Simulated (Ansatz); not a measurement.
`N#C[SiH2]N[SiH3]` + H₂O → `N#CO` + `[SiH3]N[SiH3]` at 500 K and 1 bar (formal hydrolysis of a C–Si bond).

Calculated with Ansatz (gas phase, PBE0-D4/def2-TZVP geometries, no zero-point term in ΔE). CBS: MP2 limit from def2 TZ/QZ plus the TZ coupled-cluster correction, frozen cores. This one scheme is used for every species. One conformer a species, not always the lowest.

```tsv
species	CCSD(T)/CBS energy (Eh)	H − E (kJ/mol)	S (J/(mol·K))
`N#C[SiH2]N[SiH3]`	-729.26217	228.8	443.1
H₂O	-76.37941	73.2	206.3
`N#CO`	-168.48100	78.6	266.9
`[SiH3]N[SiH3]`	-637.10515	216.0	394.7
```

H − E and S are ideal-gas, rigid-rotor, harmonic terms from PBE0-D4/def2-TZVP, for one conformer and one mirror image of each species. 1 Eh = 2625.50 kJ/mol, R = 8.31446 J/(mol·K).

**Question.** By hand: ΔE, ΔH, ΔS and ΔG.

**Answer.** ΔE = (-168.48100) + (-637.10515) − (-729.26217) − (-76.37941) = 0.05543 Eh = 145.5 kJ/mol. Δ(H − E) = 78.6 + 216.0 − 228.8 − 73.2 = -7.4, so ΔH = 138.1 kJ/mol. ΔS = 266.9 + 394.7 − 443.1 − 206.3 = 12.2 J/(mol·K). ΔG = 138.1 − 500 × (12.2)/1000 = 132.0 kJ/mol.

**Question.** By hand: the equilibrium constant, and the temperature at which ΔG would vanish if ΔH and ΔS stayed fixed.

**Answer.** log₁₀ K = −ΔG/(RT ln 10) = -13.8. ΔG = 0 at ΔH/ΔS = 11320 K, far beyond where these terms or the molecules hold.

The number of gas molecules stays the same, so ΔS is small and ΔH decides. A doubt of 5 kJ/mol in ΔE shifts log₁₀ K by 0.5 here. Other conformers and mirror images would add mixing entropy, several J/(mol·K) or more a flexible species. Modes under 60 cm⁻¹, often nearly free rotors, make the harmonic entropy too high. These are equilibria of isolated gas molecules and say nothing of rates. Largest T1 diagnostic: 0.014 (customary marks: 0.02 for closed shells, 0.045 for open ones).
